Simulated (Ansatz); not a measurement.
## Interaction energy ladder

The pair of H3O⁺ (SMILES [OH3+], atoms 1–4) and GeH4 (SMILES [GeH4], atoms 5–9), both closed shells, in one local arrangement (a lower one may exist), relaxed at PBE0-D4/def2-TZVP:

| atom | x (Å) | y (Å) | z (Å) |
| --- | --- | --- | --- |
| O1 | 0.1582 | -0.1468 | -1.9306 |
| H2 | 0.9021 | 0.3027 | -2.3682 |
| H3 | -0.6544 | -0.0649 | -2.4595 |
| H4 | 0.0250 | 0.1655 | -0.9133 |
| Ge5 | -0.0813 | -0.1050 | 1.6392 |
| H6 | -0.4755 | 1.0556 | 2.5409 |
| H7 | 1.3644 | -0.5729 | 1.7605 |
| H8 | -0.1371 | 0.5996 | 0.1932 |
| H9 | -1.1013 | -1.2337 | 1.5378 |

Computed with Ansatz 0.2.0 (basis: def2-TZVPPD, with def2-QZVPPD for the basis limit); correlated methods freeze the cores. Filled d shells of the heavier atoms are correlated. The def2 sets are not built for correlating such inner shells, so the correlated values are less sure here. B3LYP uses VWN-RPA correlation. Extrapolation: Hartree–Fock as exp(−7.88 √X), correlation as X^−2.97. Interaction energies count from these two fragments, frozen as in the pair, with the counterpoise correction; negative means bound.

What is the interaction energy by CCSD(T) at an estimated basis limit (MP2 extrapolated from triple and quadruple zeta, plus CCSD(T) − MP2 in triple zeta)? (Judge from chemistry; the value comes from the calculation.)

The calculation gives: -20.11 kcal/mol. Hartree–Fock alone gives -16.43 kcal/mol at the basis limit. It counts from the two fragments frozen as in the pair.

The same quantity by other methods in triple zeta, and each one's difference from that estimate:
```
   method  E_int (kcal/mol)  difference
   PBE-D4            -24.33       -4.22
revPBE-D4            -23.25       -3.14
  BLYP-D4            -23.60       -3.48
r2SCAN-D4            -23.21       -3.10
   B97M-V            -22.53       -2.42
  PBE0-D4            -22.96       -2.85
 B3LYP-D4            -22.87       -2.76
 HSE06-D4            -23.04       -2.92
  wB97X-V            -21.15       -1.04
  wB97M-V            -20.81       -0.70
   B2PLYP            -21.37       -1.26
       HF            -16.35        3.76
      MP2            -20.34       -0.23
     CCSD            -19.17        0.94
  CCSD(T)            -19.79        0.33
```
Differences are method less estimate.

Which atoms make the shortest contact between the fragments?

H4 and H8, 1.20 Å apart.

Energy to bend the free fragments (PBE0-D4 minima) into their shapes in the pair, CCSD(T)/def2-TZVPPD: H3O⁺ 4.02 kcal/mol; GeH4 3.40 kcal/mol. This must be added to the interaction energy to get the binding energy from relaxed fragments.

Basis-set superposition shift (counterpoise-corrected less uncorrected): CCSD(T) 1.00; MP2 1.06; HF 0.16; PBE0-D4 0.13; wB97M-V 0.16 kcal/mol.

T1 diagnostic: at most 0.012.

For scale, one of the runs: CCSD(T)/def2-TZVPPD, 213 basis functions, launched by `ansatz run in.yaml --threads 4 --pin off --events-out ev --progress --plain --max-ram 9574MiB`. Time: 42 s of wall clock on 4 CPU threads of an Arm Neoverse V2; the host was shared. Peak host memory: 3 GiB.
